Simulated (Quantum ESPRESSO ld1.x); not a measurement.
The numbers below are computed, except where a source is named.
All-electron atom: Sn I in [Kr] 4d10 5s2 5p2. Level of theory: Dirac Kohn-Sham, PBE, spin-unpolarised, spherical densities, point nucleus; open shells fill j = l - 1/2 first (ld1.x of Quantum ESPRESSO 7.5).

Unscreened Slater integrals over Kohn-Sham orbitals (hartree). Large and small components are both included. Empty in this configuration: 5p3/2.

| integral | value |
|---|---|
| F0(5p3/2,5p3/2) | 0.27260 |
| F2(5p3/2,5p3/2) | 0.14089 |
| F0(5p3/2,5p1/2) | 0.27924 |
| G2(5p3/2,5p1/2) | 0.14392 |
| F0(5p3/2,5s1/2) | 0.31139 |
| G1(5p3/2,5s1/2) | 0.18861 |
| F0(5p3/2,4d5/2) | 0.35324 |
| F2(5p3/2,4d5/2) | 0.081371 |
| G1(5p3/2,4d5/2) | 0.027211 |
| G3(5p3/2,4d5/2) | 0.023247 |
| F0(5p3/2,4d3/2) | 0.35362 |
| F2(5p3/2,4d3/2) | 0.080142 |
| G1(5p3/2,4d3/2) | 0.025985 |
| G3(5p3/2,4d3/2) | 0.022429 |
| F0(5p1/2,5p1/2) | 0.28644 |
| F0(5p1/2,5s1/2) | 0.32176 |
| G1(5p1/2,5s1/2) | 0.20325 |
| F0(5p1/2,4d5/2) | 0.36950 |
| G3(5p1/2,4d5/2) | 0.027238 |
| F0(5p1/2,4d3/2) | 0.36993 |
| G1(5p1/2,4d3/2) | 0.031163 |
| F0(5s1/2,5s1/2) | 0.37547 |
| F0(5s1/2,4d5/2) | 0.46500 |
| G2(5s1/2,4d5/2) | 0.062620 |
| F0(5s1/2,4d3/2) | 0.46583 |
| G2(5s1/2,4d3/2) | 0.060355 |
| F0(4d5/2,4d5/2) | 0.82021 |
| F2(4d5/2,4d5/2) | 0.40963 |
| F4(4d5/2,4d5/2) | 0.26900 |
| F0(4d5/2,4d3/2) | 0.82563 |
| F2(4d5/2,4d3/2) | 0.41236 |
| G2(4d5/2,4d3/2) | 0.41206 |
| G4(4d5/2,4d3/2) | 0.27067 |
| F0(4d3/2,4d3/2) | 0.83116 |
| F2(4d3/2,4d3/2) | 0.41524 |
